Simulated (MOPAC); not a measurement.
MOPAC input (PM7):

```
PM7 FORCE THERMO(298,298) PRECISE LET CHARGE=1 GEO-OK AUX(PRECISION=9) THREADS=1
C3H7O

C    -1.50049930 1    0.03974146 1    0.09270511 1
C    -0.34960886 1   -0.38652633 1   -0.80172282 1
C     0.97043927 1   -0.11945972 1   -0.25496273 1
O     1.19010397 1    0.42589406 1    0.87796374 1
H    -1.53219837 1   -0.49594489 1    1.05282981 1
H    -1.53740391 1    1.12396790 1    0.27408400 1
H    -2.47826755 1   -0.19126527 1   -0.38129369 1
H    -0.46073752 1    0.08495459 1   -1.82674069 1
H    -0.45570188 1   -1.48210367 1   -1.07340984 1
H     1.93103865 1   -0.36073283 1   -0.76329017 1
H     0.36477531 1    0.69534691 1    1.44399394 1
```

From the output:

```
     H   11   0.011666   0.028296   0.028297   0.187793   3.939263

          HEAT OF FORMATION =     132.738356 KCALS/MOLE

          ZERO POINT ENERGY      54.143 KCAL/MOL

           NORMAL COORDINATE ANALYSIS (Total motion = 1 Angstrom)

   Root No.       1         2         3         4         5         6         7         8

                 1 A"      2 A"      1 A'      2 A'      3 A"      4 A"      5 A"      3 A'

                 121.8     171.3     276.7     590.0     603.1     829.3     954.0     984.0

           1   -0.0000    0.0000    0.0353   -0.0419   -0.0000    0.0000   -0.0000    0.0582
           2    0.0000   -0.0000    0.1020   -0.0103    0.0000   -0.0000    0.0000    0.0493
           3    0.0243    0.0042    0.0000   -0.0000   -0.0062   -0.0049    0.0143   -0.0000
           4    0.0000    0.0000    0.0366   -0.0222   -0.0000    0.0000   -0.0000   -0.0255
           5   -0.0000   -0.0000   -0.0224    0.0731    0.0000   -0.0000    0.0000    0.0457
           6   -0.0286   -0.0277    0.0000   -0.0000    0.0257   -0.0458    0.0041   -0.0000
           7   -0.0000   -0.0000    0.0177    0.0903   -0.0000   -0.0000    0.0000   -0.0491
           8    0.0000    0.0000   -0.0129    0.0183    0.0000    0.0000   -0.0000   -0.0375
           9    0.0506    0.0172   -0.0000    0.0000    0.0417    0.0236   -0.0343    0.0000
          10    0.0000   -0.0000   -0.0701   -0.0111    0.0000    0.0000   -0.0000    0.0065
          11   -0.0000    0.0000   -0.0658   -0.0475   -0.0000   -0.0000   -0.0000   -0.0307
          12   -0.0317    0.0073   -0.0000    0.0000   -0.0397   -0.0191   -0.0032    0.0000
          13    0.0372    0.0125    0.0751   -0.0911   -0.0389    0.1015   -0.1035   -0.0800
          14   -0.0744    0.1991    0.1321   -0.0608    0.0048    0.0039   -0.0049   -0.0838
          15    0.0814   -0.0926    0.0060   -0.0003   -0.0301    0.0483   -0.0431   -0.0029
          16   -0.0372   -0.0125    0.0751   -0.0911    0.0389   -0.1015    0.1035   -0.0800
          17    0.0744   -0.1991    0.1321   -0.0608   -0.0048   -0.0039    0.0049   -0.0838
          18    0.0814   -0.0926   -0.0060    0.0003   -0.0301    0.0483   -0.0431    0.0029
          19    0.0000   -0.0000   -0.0593    0.0694   -0.0000   -0.0000    0.0000    0.2985
          20   -0.0000    0.0000    0.1384   -0.0564    0.0000    0.0000   -0.0000   -0.0665
          21   -0.0464    0.2425   -0.0000    0.0000   -0.0146    0.0454   -0.0428    0.0000
          22   -0.0295   -0.0196    0.0108   -0.0479   -0.0252    0.0989   -0.1249   -0.0075
          23    0.0748    0.0358   -0.0336    0.0619    0.1393   -0.0959   -0.0553    0.0164
          24   -0.0966   -0.0621    0.0016   -0.0062   -0.1011    0.0870   -0.0159    0.0073
          25    0.0295    0.0196    0.0108   -0.0479    0.0252   -0.0989    0.1249   -0.0075
          26   -0.0748   -0.0358   -0.0336    0.0619   -0.1393    0.0959    0.0553    0.0164
          27   -0.0966   -0.0621   -0.0016    0.0062   -0.1011    0.0870   -0.0159   -0.0073
          28   -0.0000   -0.0000    0.0019    0.0813    0.0000   -0.0000   -0.0000   -0.0367
          29    0.0000    0.0000    0.0521    0.0296   -0.0000    0.0000    0.0000   -0.0957
          30    0.1807    0.0690   -0.0000    0.0000   -0.1235    0.1015    0.2629    0.0000
          31    0.0000    0.0000   -0.0691   -0.0092   -0.0000   -0.0000   -0.0000    0.0051
          32   -0.0000   -0.0000   -0.1373   -0.1871    0.0000    0.0000    0.0000    0.0990
          33   -0.1536   -0.0435    0.0000    0.0000    0.3018    0.2090    0.1390   -0.0000

   Root No.       9        10        11        12        13        14        15        16

                 4 A'      6 A"      5 A'      6 A'      7 A"      7 A'      8 A'      8 A"

                1076.5    1095.6    1096.8    1134.3    1138.4    1186.8    1253.4    1257.2

           1   -0.0474   -0.0000    0.0201   -0.0167    0.0000    0.0628   -0.0108   -0.0000
           2    0.0075    0.0000   -0.0388   -0.0102   -0.0000   -0.0167   -0.0270    0.0000
           3   -0.0000    0.0336    0.0000   -0.0000   -0.0462    0.0000    0.0000   -0.0352
           4    0.0414    0.0000   -0.0240   -0.0017    0.0000   -0.0564    0.0201   -0.0000
           5   -0.0059   -0.0000    0.0551    0.0580    0.0000    0.0024    0.0048   -0.0000
           6    0.0000   -0.0521   -0.0000    0.0000    0.0220   -0.0000    0.0000   -0.0045
           7    0.0040   -0.0000   -0.0156   -0.0041   -0.0000    0.0280    0.0021    0.0000
           8   -0.0043    0.0000   -0.0115   -0.0118    0.0000    0.0078   -0.0027   -0.0000
           9    0.0000    0.0527   -0.0000    0.0000    0.0234   -0.0000   -0.0000    0.0003
          10    0.0057    0.0000    0.0048   -0.0014   -0.0000   -0.0070   -0.0088    0.0000
          11   -0.0337   -0.0000   -0.0400   -0.0002    0.0000    0.0082    0.0069   -0.0000
          12   -0.0000   -0.0067    0.0000   -0.0000   -0.0026   -0.0000   -0.0000   -0.0001
          13   -0.0581   -0.1427    0.1086    0.0064    0.1437    0.0578   -0.0077   -0.1349
          14    0.0035   -0.0011    0.0909    0.0344   -0.0061   -0.0093    0.2070   -0.2215
          15   -0.0144   -0.0513   -0.0109   -0.0078    0.0399    0.0035   -0.1161    0.0328
          16   -0.0581    0.1427    0.1086    0.0064   -0.1437    0.0578   -0.0077    0.1349
          17    0.0035    0.0011    0.0909    0.0344    0.0061   -0.0093    0.2070    0.2215
          18    0.0144   -0.0513    0.0109    0.0078    0.0399   -0.0035    0.1161    0.0328
          19    0.0648    0.0000   -0.1487   -0.0342    0.0000   -0.0246    0.1690   -0.0000
          20   -0.0323   -0.0000    0.0432    0.0081   -0.0000    0.0097   -0.0796    0.0000
          21    0.0000   -0.0576   -0.0000   -0.0000    0.0516    0.0000    0.0000    0.4064
          22    0.0010   -0.0661    0.0439    0.1554   -0.2245   -0.1954   -0.0809    0.0141
          23   -0.0205   -0.1291    0.1151   -0.2327   -0.1014   -0.1320   -0.0314   -0.0027
          24    0.0018    0.0287   -0.0266    0.2597   -0.0091    0.0257   -0.0194   -0.0003
          25    0.0010    0.0661    0.0439    0.1554    0.2245   -0.1954   -0.0809   -0.0141
          26   -0.0205    0.1291    0.1151   -0.2327    0.1014   -0.1320   -0.0314    0.0027
          27   -0.0018    0.0287    0.0266   -0.2597   -0.0091   -0.0257    0.0194   -0.0003
          28   -0.0423    0.0000   -0.0111   -0.0024    0.0000   -0.0022    0.0158    0.0000
          29    0.3405   -0.0000   -0.0083   -0.0265    0.0000    0.1682   -0.0881   -0.0000
          30   -0.0000   -0.1675   -0.0000    0.0000   -0.0589   -0.0000    0.0000   -0.0002
          31    0.0252    0.0000    0.0109    0.0029   -0.0000    0.0031   -0.0046    0.0000
          32    0.2924   -0.0000    0.1312   -0.0111   -0.0000    0.0522    0.0049    0.0000
          33   -0.0000   -0.0307   -0.0000   -0.0000   -0.0039    0.0000   -0.0000   -0.0017

   Root No.      17        18        19        20        21        22        23        24

                 9 A'     10 A'     11 A'     12 A'      9 A"     13 A'     14 A'     15 A'

                1300.2    1370.4    1392.7    1587.0    2543.9    2587.6    2610.3    2622.1

           1   -0.0289    0.0211   -0.0244    0.0014    0.0000    0.0013   -0.0005    0.0001
           2    0.0025   -0.0001    0.0093   -0.0034   -0.0000    0.0009   -0.0110   -0.0335
           3    0.0000    0.0000   -0.0000    0.0000    0.0037    0.0000   -0.0000   -0.0000
           4    0.0564   -0.0013   -0.0438   -0.0017    0.0000    0.0009   -0.0035   -0.0032
           5    0.0334   -0.0191   -0.0324   -0.0371   -0.0000   -0.0033    0.0017    0.0023
           6   -0.0000   -0.0000    0.0000    0.0000   -0.0455   -0.0000    0.0000    0.0000
           7   -0.0085    0.0366    0.0311   -0.1029   -0.0000   -0.0425   -0.0177    0.0046
           8   -0.0024    0.0307    0.0222    0.2274    0.0000   -0.0133    0.0051    0.0008
           9   -0.0000    0.0000    0.0000   -0.0000   -0.0029   -0.0000    0.0000    0.0000
          10   -0.0087   -0.0253   -0.0132    0.0872   -0.0000    0.0092   -0.0233    0.0082
          11   -0.0045   -0.0087   -0.0019   -0.1185    0.0000    0.0028   -0.0020    0.0001
          12   -0.0000    0.0000   -0.0000    0.0000   -0.0003    0.0000   -0.0000   -0.0000
          13    0.1028   -0.1272    0.1520    0.0022    0.0189    0.0025   -0.0226   -0.0690
          14   -0.0766   -0.0249    0.0107    0.0222   -0.0237   -0.0029    0.0162    0.0534
          15    0.0948   -0.0597    0.0816   -0.0159   -0.0402   -0.0086    0.0489    0.1343
          16    0.1028   -0.1272    0.1520    0.0022   -0.0189    0.0025   -0.0226   -0.0690
          17   -0.0766   -0.0249    0.0107    0.0222    0.0237   -0.0029    0.0162    0.0534
          18   -0.0948    0.0597   -0.0816    0.0159   -0.0402    0.0086   -0.0489   -0.1343
          19   -0.0248   -0.1038    0.1734    0.0247    0.0000   -0.0028    0.0506    0.1313
          20    0.0068    0.0435   -0.0728   -0.0160   -0.0000   -0.0062    0.1169    0.3083
          21    0.0000   -0.0000    0.0000    0.0000    0.0053    0.0000   -0.0000   -0.0000
          22   -0.1398    0.0154    0.0718   -0.0742   -0.1506   -0.0176    0.0175    0.0180
          23   -0.0563   -0.0165    0.0181   -0.0837    0.2468    0.0284   -0.0308   -0.0311
          24   -0.0184    0.0128    0.0255    0.0655    0.3050    0.0428   -0.0444   -0.0453
          25   -0.1398    0.0154    0.0718   -0.0742    0.1506   -0.0176    0.0175    0.0180
          26   -0.0563   -0.0165    0.0181   -0.0837   -0.2468    0.0284   -0.0308   -0.0311
          27    0.0184   -0.0128   -0.0255   -0.0655    0.3050   -0.0428    0.0444    0.0453
          28    0.0185    0.0701    0.0407   -0.0381   -0.0000    0.5827    0.1619   -0.0314
          29   -0.1528   -0.1905   -0.0544   -0.0545    0.0000    0.0947    0.0171   -0.0024
          30   -0.0000    0.0000    0.0000    0.0000    0.0006    0.0000    0.0000    0.0000
          31   -0.0082   -0.0122   -0.0088    0.0037   -0.0000   -0.2163    0.4263   -0.1466
          32    0.0841    0.2321    0.1091   -0.1526   -0.0000    0.0033   -0.0239    0.0100
          33    0.0000   -0.0000   -0.0000    0.0000    0.0006   -0.0000    0.0000   -0.0000

   Root No.      25        26        27

                10 A"     16 A'     17 A'

                2657.8    2668.1    2763.9

           1    0.0000   -0.0043   -0.0251
           2   -0.0000    0.0102   -0.0005
           3   -0.0505   -0.0000   -0.0000
           4   -0.0000   -0.0157   -0.0056
           5   -0.0000    0.0239    0.0000
           6   -0.0074    0.0000   -0.0000
           7    0.0000   -0.0018    0.0009
           8   -0.0000    0.0078   -0.0000
           9   -0.0001    0.0000   -0.0000
          10    0.0000    0.0041    0.0002
          11   -0.0000   -0.0017    0.0001
          12   -0.0001   -0.0000    0.0000
          13   -0.1768    0.0181    0.1264
          14    0.1806   -0.0128   -0.1362
          15    0.3239   -0.0311   -0.2637
          16    0.1768    0.0181    0.1264
```

The dipole moment of an ion depends on the origin.
